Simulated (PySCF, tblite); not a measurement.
Compound: C5H9F3.
Atom-mapped SMILES: `[CH3:1][C@@H:2]([CH2:3][F:4])[CH2:5][CH:6]([F:7])[F:8]` (hydrogens: H9, H10, H11 on C1; H12 on C2; H13, H14 on C3; H15, H16 on C5; H17 on C6)

Computed with GFN2-xTB (tblite), gas phase: nudged elastic band of 9 images (0 to 8), spring 0.2 eV/Å², climbing image at the end, force threshold 0.05 eV/Å. No saddle search or frequency run followed, so the top image need not be a first-order saddle, and its height can exceed the method's true barrier by a kcal/mol or more.

Path: rotation about C5–C6 (chain CH2 carbon, CHF2 carbon), followed by the dihedral C2–C5–C6–F7.

Image 0 (start, dihedral 176°):
```
atom  x, y, z in Å
C1     -1.332    1.243   -0.544
C2     -0.496    0.263    0.276
C3     -1.172   -1.107    0.243
F4     -0.595   -1.981    1.134
C5      0.937    0.209   -0.267
C6      1.920   -0.412    0.714
F7      3.150   -0.500    0.144
F8      2.070    0.385    1.802
H9     -0.894    2.237   -0.507
H10    -2.345    1.302   -0.154
H11    -1.381    0.925   -1.584
H12    -0.461    0.602    1.317
H13    -1.092   -1.572   -0.746
H14    -2.225   -1.028    0.532
H15     0.978   -0.363   -1.195
H16     1.286    1.224   -0.472
H17     1.645   -1.414    1.070
```

Image 8 (end, +0.166 eV, dihedral -48°):
```
atom  x, y, z in Å
C1     -1.276    1.212   -0.736
C2     -0.429    0.402    0.244
C3     -1.177   -0.872    0.651
F4     -0.843   -1.254    1.923
C5      0.940    0.114   -0.389
C6      1.939   -0.567    0.538
F7      2.000    0.048    1.742
F8      1.611   -1.859    0.772
H9     -0.758    2.123   -1.024
H10    -2.224    1.490   -0.282
H11    -1.478    0.632   -1.633
H12    -0.272    0.990    1.155
H13    -0.946   -1.717   -0.006
H14    -2.259   -0.696    0.663
H15     0.821   -0.524   -1.268
H16     1.385    1.059   -0.706
H17     2.959   -0.568    0.118
```

Q: What do the inner images look like?

A: 
Image 1: +0.015 eV, dihedral -169°
```
atom  x, y, z in Å
C1     -1.322    1.243   -0.572
C2     -0.492    0.277    0.270
C3     -1.181   -1.086    0.290
F4     -0.562   -1.951    1.160
C5      0.937    0.192   -0.282
C6      1.921   -0.438    0.696
F7      3.190   -0.253    0.247
F8      1.864    0.176    1.903
H9     -0.862    2.227   -0.580
H10    -2.326    1.339   -0.167
H11    -1.396    0.889   -1.598
H12    -0.444    0.648    1.299
H13    -1.159   -1.564   -0.695
H14    -2.216   -0.992    0.634
H15     0.962   -0.383   -1.209
H16     1.299    1.201   -0.493
H17     1.781   -1.515    0.860
```

Image 2: +0.068 eV, dihedral -153°
```
atom  x, y, z in Å
C1     -1.312    1.242   -0.598
C2     -0.488    0.292    0.268
C3     -1.194   -1.060    0.337
F4     -0.548   -1.921    1.190
C5      0.934    0.171   -0.294
C6      1.930   -0.459    0.678
F7      3.182   -0.006    0.397
F8      1.692   -0.087    1.956
H9     -0.833    2.217   -0.649
H10    -2.307    1.373   -0.182
H11    -1.408    0.853   -1.609
H12    -0.427    0.695    1.284
H13    -1.218   -1.551   -0.643
H14    -2.213   -0.947    0.720
H15     0.933   -0.415   -1.214
H16     1.304    1.172   -0.526
H17     1.965   -1.557    0.649
```

Image 3: +0.148 eV, dihedral -136°
```
atom  x, y, z in Å
C1     -1.293    1.244   -0.607
C2     -0.482    0.295    0.272
C3     -1.225   -1.036    0.368
F4     -0.597   -1.913    1.216
C5      0.929    0.128   -0.309
C6      1.958   -0.456    0.665
F7      3.120    0.251    0.572
F8      1.582   -0.346    1.956
H9     -0.794    2.207   -0.688
H10    -2.281    1.407   -0.184
H11    -1.409    0.832   -1.607
H12    -0.400    0.716    1.279
H13    -1.280   -1.533   -0.607
H14    -2.235   -0.885    0.764
H15     0.893   -0.501   -1.200
H16     1.298    1.112   -0.605
H17     2.208   -1.510    0.478
```

Image 4: +0.218 eV, dihedral -118°
```
atom  x, y, z in Å
C1     -1.268    1.249   -0.605
C2     -0.472    0.290    0.279
C3     -1.264   -1.013    0.392
F4     -0.690   -1.903    1.262
C5      0.923    0.072   -0.327
C6      1.992   -0.437    0.650
F7      2.991    0.485    0.755
F8      1.540   -0.606    1.908
H9     -0.749    2.198   -0.705
H10    -2.249    1.440   -0.177
H11    -1.403    0.824   -1.597
H12    -0.366    0.718    1.279
H13    -1.324   -1.522   -0.577
H14    -2.273   -0.815    0.768
H15     0.852   -0.617   -1.169
H16     1.288    1.029   -0.705
H17     2.463   -1.379    0.333
```

Image 5 (top): +0.244 eV, dihedral -97°
```
atom  x, y, z in Å
C1     -1.241    1.255   -0.604
C2     -0.461    0.285    0.283
C3     -1.298   -0.988    0.421
F4     -0.797   -1.864    1.345
C5      0.917    0.015   -0.345
C6      2.019   -0.415    0.628
F7      2.779    0.662    0.974
F8      1.563   -0.913    1.792
H9     -0.701    2.190   -0.721
H10    -2.214    1.475   -0.172
H11    -1.395    0.819   -1.590
H12    -0.326    0.722    1.277
H13    -1.342   -1.532   -0.531
H14    -2.313   -0.741    0.750
H15     0.818   -0.736   -1.129
H16     1.280    0.937   -0.805
H17     2.703   -1.160    0.190
```

Image 6: +0.230 eV, dihedral -79°
```
atom  x, y, z in Å
C1     -1.224    1.257   -0.617
C2     -0.451    0.290    0.281
C3     -1.313   -0.963    0.460
F4     -0.871   -1.781    1.463
C5      0.914   -0.016   -0.361
C6      2.028   -0.411    0.605
F7      2.544    0.698    1.204
F8      1.632   -1.215    1.608
H9     -0.669    2.181   -0.755
H10    -2.189    1.502   -0.181
H11    -1.393    0.806   -1.593
H12    -0.294    0.746    1.263
H13    -1.326   -1.566   -0.455
H14    -2.337   -0.681    0.728
H15     0.802   -0.801   -1.110
H16     1.279    0.883   -0.862
H17     2.861   -0.915    0.086
```

Image 7: +0.193 eV, dihedral -56°
```
atom  x, y, z in Å
C1     -1.221    1.249   -0.665
C2     -0.440    0.319    0.263
C3     -1.297   -0.919    0.539
F4     -0.868   -1.615    1.636
C5      0.916   -0.014   -0.384
C6      2.013   -0.441    0.583
F7      2.205    0.500    1.543
F8      1.739   -1.595    1.223
H9     -0.660    2.160   -0.853
H10    -2.176    1.522   -0.223
H11    -1.411    0.757   -1.617
H12    -0.261    0.825    1.218
H13    -1.284   -1.615   -0.307
H14    -2.329   -0.621    0.755
H15     0.799   -0.802   -1.129
H16     1.291    0.880   -0.886
H17     2.978   -0.580    0.065
```

The largest changes of bonds and angles from start to top: C6–F8 1.357 → 1.345 Å, C5–C6 1.521 → 1.532 Å, C3–F4 1.375 → 1.368 Å, C6–F7 1.358 → 1.364 Å, C5–C6–F8 110.4 → 114.2°, C2–C5–C6 113.0 → 115.8°, C5–C6–H17 114.8 → 112.6°. GFN2-xTB torsional profiles can miss by a kcal/mol or more and can put conformers in the wrong order.

Other torsions move too; by image: C1–C2–C3–F4 (-170, -173, -175, -176, -175, -171, -167, -162, -150°).

Q: What do single points at PBE0/pcSseg-1 (PySCF, no dispersion term) give on some images?

A: 
| image | GFN2-xTB E (eV) | DFT E (eV) | HOMO (eV) | LUMO (eV) | dipole (D) |
| --- | --- | --- | --- | --- | --- |
| 0 | 0.000 | 0.000 | -9.16 | 1.22 | 3.44 |
| 2 | 0.068 | 0.059 | -9.16 | 1.21 | 3.37 |
| 5 | 0.244 | 0.276 | -9.09 | 1.23 | 3.33 |
| 6 | 0.230 | 0.233 | -9.08 | 1.26 | 3.49 |
| 8 | 0.166 | 0.152 | -9.00 | 1.23 | 3.75 |

Energies count from image 0 at each level. At the GFN2-xTB top the DFT energy is 6.4 kcal/mol against 5.6; the geometries weren't optimised at the DFT level.

The cost below is that of the whole band run. Hardware: one thread of an Arm Neoverse V2, on a shared host. Cost: 3.0 s wall, 0.18 GiB resident at most.
